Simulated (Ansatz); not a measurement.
Cartesian coordinates in Å:
```
O -1.4451 0.8129 -0.4959
W -0.0702 0.0255 0.0322
F 1.0129 1.4152 0.5979
F -0.5024 -1.7599 -0.1915
F -0.2773 -0.3248 1.8388
Cl 1.2821 -0.1690 -1.7815
```

Charge 0, multiplicity 1. W takes the def2 core potential.

Task: List the ωB97M-V/def2-TZVPP orbital energies in eV (Ansatz). (Best estimate.)

Result: Ansatz gave: Occupied: -2772.90, -678.58, -678.57, -678.57, -528.62, -263.30, -200.75, -200.66, -200.66, -89.75, -52.92, -52.76, -52.57, -36.79, -36.33, -35.90, -30.52, -26.43, -18.29, -17.73, -17.52, -17.39, -17.03, -16.11, -15.66, -15.62, -15.05, -14.95, -14.60, -14.04, -13.75, -12.57, -12.50. Lowest empty: -2.01, -0.52, -0.18, 0.50, 1.43, 2.40, 4.06, 4.13.
